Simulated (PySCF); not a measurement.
Compound: 3,3-dimethylbutylamine, C₆H₁₅N.
Bonds: C1–C2, C2–C3, C2–C4, C2–C5, C5–C6, C6–N7. Hydrogens: H8, H9, H10 on C1; H11, H12, H13 on C3; H14, H15, H16 on C4; H17, H18 on C5; H19, H20 on C6; H21, H22 on N7.

Method: PBE0-D3(BJ)/def2-SVP geometry optimisation, gas phase in PySCF; density fitting, grid level 2; the optimiser is geomeTRIC in internal coordinates, started from a GFN2-xTB structure.

Step 0: E = -7942.2428 eV
```
atom  x, y, z in Å  |  force x, y, z in eV/Å
C1     -1.2365   -1.6317    0.4447    0.198   0.558  -0.158
C2     -0.7135   -0.2466    0.0470   -0.039  -0.226   0.057
C3     -1.0636    0.7494    1.1547    0.154  -0.370  -0.446
C4     -1.3937    0.1816   -1.2553    0.284  -0.146   0.505
C5      0.8105   -0.3556   -0.1361   -0.342   0.795  -0.142
C6      1.5392    0.9343   -0.5401    0.521  -0.787   0.115
N7      2.9752    0.7713   -0.6991   -0.101   0.314  -0.059
H8     -1.0096   -2.3639   -0.3273    0.085  -0.355  -0.307
H9     -2.3148   -1.6069    0.5845   -0.488  -0.039   0.076
H10    -0.7795   -1.9618    1.3752    0.181  -0.190   0.399
H11    -0.5468    0.4964    2.0778    0.204  -0.073   0.439
H12    -2.1342    0.7302    1.3471   -0.454   0.046   0.121
H13    -0.7908    1.7624    0.8712    0.102   0.472  -0.048
H14    -1.1151   -0.4814   -2.0715    0.090  -0.268  -0.397
H15    -1.1192    1.1979   -1.5249    0.084   0.437  -0.192
H16    -2.4748    0.1442   -1.1398   -0.471   0.015  -0.007
H17     1.0127   -1.1141   -0.8997    0.110  -0.270  -0.187
H18     1.2462   -0.7134    0.8027    0.170  -0.166   0.252
H19     1.1524    1.3045   -1.4920   -0.240   0.220  -0.189
H20     1.3880    1.7071    0.2167   -0.200   0.295   0.128
H21     3.3871    0.4438    0.1694    0.080  -0.124   0.048
H22     3.1705    0.0717   -1.4086    0.071  -0.138  -0.009
```

Problem. Estimate the geometry and energy of step 1. (The exact step hangs on the optimiser's Hessian estimate; all steps are aligned on step 0, rigid shifts and turns removed.)

Solution. E = -7942.2963 eV, largest force 0.174 eV/Å
```
atom  x, y, z in Å  |  force x, y, z in eV/Å
C1     -1.2332   -1.6323    0.4444   -0.030  -0.086   0.023
C2     -0.7174   -0.2490    0.0479    0.031   0.040  -0.014
C3     -1.0657    0.7462    1.1560   -0.024   0.057   0.063
C4     -1.3960    0.1785   -1.2545   -0.043   0.024  -0.076
C5      0.8073   -0.3399   -0.1395    0.085  -0.142   0.020
C6      1.5549    0.9284   -0.5412   -0.095   0.144  -0.020
N7      2.9874    0.7792   -0.7022    0.051  -0.050   0.005
H8     -1.0065   -2.3814   -0.3326   -0.002   0.025   0.018
H9     -2.3263   -1.6200    0.5901    0.031  -0.002  -0.004
H10    -0.7729   -1.9761    1.3856   -0.007   0.014  -0.025
H11    -0.5589    0.4854    2.1003   -0.015   0.002  -0.026
H12    -2.1511    0.7501    1.3497    0.026   0.001  -0.006
H13    -0.7767    1.7756    0.8912   -0.003  -0.026   0.009
H14    -1.1325   -0.5000   -2.0833   -0.008   0.015   0.027
H15    -1.1112    1.2003   -1.5515   -0.004  -0.028   0.005
H16    -2.4932    0.1626   -1.1461    0.028   0.002  -0.001
H17     1.0177   -1.1178   -0.9002   -0.009   0.032   0.043
H18     1.2511   -0.7160    0.8037   -0.021   0.011  -0.048
H19     1.1455    1.3215   -1.4894    0.026  -0.020   0.057
H20     1.3780    1.7219    0.2072    0.012  -0.044  -0.047
H21     3.4021    0.4363    0.1639   -0.016   0.009  -0.022
H22     3.1874    0.0660   -1.4031   -0.011   0.019   0.019
```

The energy changes by -0.0536 eV. The first-order estimate −F·Δx gives -0.1172 eV and the mean of the old and new forces, exact on a quadratic surface, -0.0535 eV. The step makes an angle of 56° with the force vector and moves no atom by more than 0.028 Å.

What follows is the cost of the whole optimisation. The run took 50 s wall on Arm Neoverse V2, one thread, no GPU, shared host, and the process peaked at 0.79 GiB of memory.
